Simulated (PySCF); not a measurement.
dimethylsulfoxide (C₂H₆OS), singlet, geometry from GFN2-xTB. Base run: CCSD/6-31G (PySCF).

Here is a job for PySCF.
```python
from pyscf import gto, scf, cc

mol = gto.Mole()
mol.atom = '''
    S    -0.006382    0.257897   -0.455835
    O    -0.012849    1.457810    0.378576
    C     1.370763   -0.798195    0.187247
    C    -1.350002   -0.827729    0.208628
    H     1.279876   -0.896771    1.263088
    H    -2.298108   -0.352210   -0.019971
    H     1.324893   -1.764772   -0.300458
    H     2.304614   -0.302248   -0.056141
    H    -1.290832   -1.793166   -0.279902
    H    -1.240103   -0.924125    1.282891
'''
mol.basis = '6-31g'
mol.charge = 0
mol.spin = 0
mol.verbose = 4
mol.build()

mf = scf.RHF(mol)
mf.kernel()

mycc = cc.CCSD(mf)
mycc.kernel()
print('E(CCSD) = %.10f' % mycc.e_tot)
mf.analyze()
```

Variants of this job, named by their change:

| change | ΔE vs base (kcal/mol) | MP2 correlation (Eh) | CC correlation without the perturbative part (Eh) | basis functions |
|---|---|---|---|---|
| base | 0.000 | -0.38073 | -0.41531 | 52 |
| frozen = 7 | ___ | ___ | ___ | 52 |
| method = mp2 | ___ | -0.38073 | - | 52 |
| cc.direct = True | 0.000 | -0.38073 | -0.41531 | 52 |
| method = cisd | 33.38 | - | - | 52 |
| cc.conv_tol = 1e-9 | 0.000 | -0.38073 | -0.41531 | 52 |
| density fitting = JK and correlation | 0.081 | -0.38059 | -0.41528 | 52 |
| cc.level_shift = 0.2 | 0.000 | -0.38073 | -0.41531 | 52 |
| cart = on | 0.000 | -0.38073 | -0.41531 | 52 |
| method = ccsd(t) | ___ | -0.38073 | -0.41531 | 52 |

Question: Some entries are withheld; supply them.

Answer: 
- frozen = 7, ΔE vs base (kcal/mol): 3.89
- frozen = 7, MP2 correlation (Eh): -0.37386
- frozen = 7, CC correlation without the perturbative part (Eh): -0.40911
- method = mp2, ΔE vs base (kcal/mol): 21.70
- method = ccsd(t), ΔE vs base (kcal/mol): -6.50
